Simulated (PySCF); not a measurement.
## Atomic charges against the basis set

C₃H₈BOP.
Atom-mapped SMILES: `[CH2:1]=[C:2]([BH:3][PH2:4])[O:5][CH3:6]` (hydrogens: H7, H8 on C1; H9 on B3; H10, H11 on P4; H12, H13, H14 on C6)

Geometry (PBE0-D3(BJ)/def2-SVP, Å), atoms numbered from 1 in this order:
```xyz
14
C3H8BOP angstrom
C      0.6710   -1.2090   -1.0769
C     -0.0197   -0.2702   -0.3890
B     -1.5652   -0.1831   -0.5162
P     -2.5393    1.1360    0.3982
O      0.5350    0.6189    0.4703
C      1.9215    0.5952    0.6504
H      0.1246   -1.8655   -1.7541
H      1.7507   -1.3585   -0.9996
H     -2.1307   -0.8861   -1.3182
H     -1.9094    1.1613    1.6691
H     -3.7344    0.4452    0.7323
H      2.1681    1.3978    1.3572
H      2.4584    0.7729   -0.2993
H      2.2620   -0.3700    1.0679
```

PBE0 throughout (PySCF), one geometry, spherical d and f functions. The structure is a single PBE0-D3(BJ)/def2-SVP conformer in the gas phase; no vibrational or solvent corrections. The first 7 of 11 kinds of atom are listed.

Mulliken charges (e):

| basis | functions | C1 | C2 | B3 | P4 | O5 | C6 | H7 |
| --- | --- | --- | --- | --- | --- | --- | --- | --- |
| STO-3G | 42 | -0.197 | -0.007 | +0.035 | +0.226 | -0.192 | -0.126 | +0.084 |
| 6-31G | 74 | -0.416 | +0.262 | +0.023 | -0.010 | -0.563 | -0.251 | +0.180 |
| pcSseg-0 | 74 | -0.421 | +0.006 | +0.210 | -0.251 | -0.684 | -0.316 | +0.233 |
| 6-31G* | 104 | -0.483 | +0.343 | -0.011 | -0.128 | -0.486 | -0.287 | +0.193 |
| cc-pVDZ | 128 | -0.102 | +0.113 | -0.026 | -0.068 | -0.298 | +0.047 | +0.058 |
| def2-SVP | 128 | -0.150 | +0.172 | -0.055 | -0.020 | -0.361 | +0.095 | +0.067 |
| aug-cc-pVDZ | 214 | +0.784 | +0.645 | -0.662 | -0.908 | -0.526 | +0.834 | -0.497 |
| 6-311+G(2d,p) | 218 | -0.480 | +0.461 | -0.092 | -0.092 | -0.365 | -0.300 | +0.139 |
| def2-TZVP | 240 | -0.340 | +0.160 | -0.008 | -0.202 | -0.237 | -0.260 | +0.146 |
| cc-pVTZ | 296 | -0.322 | +0.153 | -0.039 | -0.088 | -0.210 | -0.118 | +0.138 |
| IGLO-III | 299 | -0.308 | +0.142 | +0.060 | +0.168 | -0.249 | -0.267 | +0.125 |

IAO charges (e):

```tsv
basis	functions	C1	C2	B3	P4	O5	C6	H7
STO-3G	42	-0.297	-0.027	-0.080	+0.228	-0.173	-0.259	+0.136
6-31G	74	-0.352	+0.069	-0.087	+0.064	-0.309	-0.243	+0.170
pcSseg-0	74	-0.342	+0.068	-0.102	+0.056	-0.305	-0.223	+0.164
6-31G*	104	-0.339	+0.085	-0.089	+0.114	-0.322	-0.203	+0.163
cc-pVDZ	128	-0.348	+0.089	-0.100	+0.111	-0.318	-0.202	+0.164
def2-SVP	128	-0.339	+0.086	-0.101	+0.125	-0.316	-0.193	+0.159
aug-cc-pVDZ	214	-0.359	+0.091	-0.097	+0.103	-0.329	-0.209	+0.169
6-311+G(2d,p)	218	-0.357	+0.090	-0.103	+0.122	-0.330	-0.211	+0.169
def2-TZVP	240	-0.357	+0.093	-0.103	+0.124	-0.330	-0.208	+0.169
cc-pVTZ	296	-0.357	+0.092	-0.101	+0.114	-0.328	-0.210	+0.169
IGLO-III	299	-0.359	+0.091	-0.105	+0.127	-0.331	-0.211	+0.169
```

Hirshfeld charges (e):

```
        basis  functions      C1      C2      B3      P4      O5      C6      H7
       STO-3G         42  -0.096  -0.005  +0.066  +0.112  -0.106  +0.042  +0.025
        6-31G         74  -0.113  +0.005  +0.064  -0.004  -0.121  -0.015  +0.051
     pcSseg-0         74  -0.112  -0.002  +0.052  +0.024  -0.101  -0.023  +0.048
       6-31G*        104  -0.109  +0.004  +0.069  -0.011  -0.108  -0.017  +0.050
      cc-pVDZ        128  -0.111  -0.004  +0.058  +0.015  -0.084  -0.030  +0.049
     def2-SVP        128  -0.113  -0.003  +0.058  +0.023  -0.092  -0.032  +0.049
  aug-cc-pVDZ        214  -0.115  -0.008  +0.066  +0.018  -0.107  -0.039  +0.052
6-311+G(2d,p)        218  -0.111  -0.011  +0.062  +0.022  -0.110  -0.030  +0.051
    def2-TZVP        240  -0.113  -0.006  +0.064  +0.015  -0.104  -0.035  +0.051
      cc-pVTZ        296  -0.113  -0.004  +0.063  +0.014  -0.098  -0.037  +0.050
     IGLO-III        299  -0.115  -0.009  +0.065  +0.025  -0.109  -0.039  +0.051
```

**Question.** Which scheme is steadiest as the basis changes?

**Answer.** Largest range over the bases for any column: Hirshfeld 0.12 e, IAO 0.17 e, Mulliken 1.27 e. Hirshfeld charges move least and Mulliken charges most, counted in e. Without the minimal STO-3G basis the ranges are Hirshfeld 0.04, IAO 0.07, Mulliken 1.27 e.

**Question.** How much do the charges still move between the two largest bases, cc-pVTZ and IGLO-III?

**Answer.** At most, over all atoms: Mulliken 0.256 e, IAO 0.013 e, Hirshfeld 0.012 e.

**Question.** What do the same runs give for the total energy, the frontier levels and the dipole moment?

**Answer.** 
```
        basis  energy (Eh)  HOMO (eV)  LUMO (eV)  μ (D)
       STO-3G    -553.5255      -3.93       1.35   1.32
        6-31G    -560.0063      -6.72      -1.58   2.57
     pcSseg-0    -559.2154      -6.90      -1.81   2.70
       6-31G*    -560.0962      -6.70      -1.59   2.23
      cc-pVDZ    -560.1351      -6.78      -1.70   2.00
     def2-SVP    -559.8564      -6.83      -1.75   2.05
  aug-cc-pVDZ    -560.1507      -6.93      -1.87   1.97
6-311+G(2d,p)    -560.1955      -6.95      -1.89   2.00
    def2-TZVP    -560.2146      -6.93      -1.86   1.96
      cc-pVTZ    -560.2125      -6.91      -1.83   1.97
     IGLO-III    -560.2192      -6.92      -1.85   1.89
```

The dipole is fixed by the density alone, so its range of 1.38 D shows that the density itself changes with the basis, not only its division among atoms.
